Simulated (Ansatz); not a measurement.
Two isomers of CH6N2OSi: A = `N[Si]1(O)CN1`, B = `C=N[SiH](N)O`.

Calculated with Ansatz (gas phase, PBE0-D4/def2-TZVP geometries, no zero-point term in ΔE). CBS: MP2 limit from def2 TZ/QZ plus the TZ coupled-cluster correction, frozen cores. Functionals use def2-TZVPP. Each species was taken in one conformer, which may not be the lowest.

A:

Z-matrix (Å, degrees):
```
Si
O 1 1.638
C 1 1.814 2 115.7
N 1 1.698 2 108.2 3 158.1
N 1 1.680 2 125.7 3 -59.9
H 2 0.959 1 116.0 3 162.8
H 3 1.089 1 126.9 2 145.1
H 3 1.091 1 117.1 2 -11.0
H 4 1.006 1 121.4 2 -44.6
H 4 1.007 1 118.9 2 168.1
H 5 1.006 1 137.5 2 -13.8
```

B:

```xyz
11

C    -0.231   -0.037   -2.101
N     0.308   -0.620   -1.125
Si    0.510    0.062    0.458
N    -0.242   -0.837    1.701
O    -0.130    1.579    0.414
H    -0.637    0.984   -2.058
H    -0.319   -0.547   -3.069
H     1.962    0.051    0.752
H     0.262   -1.604    2.116
H    -1.228   -1.043    1.653
H    -0.257    2.012    1.260
```

(1) Which is lower in electronic energy at CCSD(T)/CBS, and by how much? (Best estimate.)

(2) Give E(B) − E(A) in kJ/mol with HF/def2-TZVPP, PBE-D4, r2SCAN-D4, CCSD/def2-TZVPP, ωB97M-V, CCSD(T)/def2-TZVPP, PBE0-D4. (An estimate is asked.)

Largest T1 diagnostic: 0.012.

Results:

(1) Computed: B, by 58.8 kJ/mol.

(2) Ansatz gave: HF/def2-TZVPP -91.6, PBE-D4 -45.2, r2SCAN-D4 -48.5, CCSD/def2-TZVPP -63.6, ωB97M-V -53.5, CCSD(T)/def2-TZVPP -62.7, PBE0-D4 -42.8. None reverses the order clearly.

In def2-TZVPP, CCSD(T) changes the Hartree–Fock value by +28.9 kJ/mol (the triples alone add +0.9 kJ/mol) and MP2 by +38.3 kJ/mol.
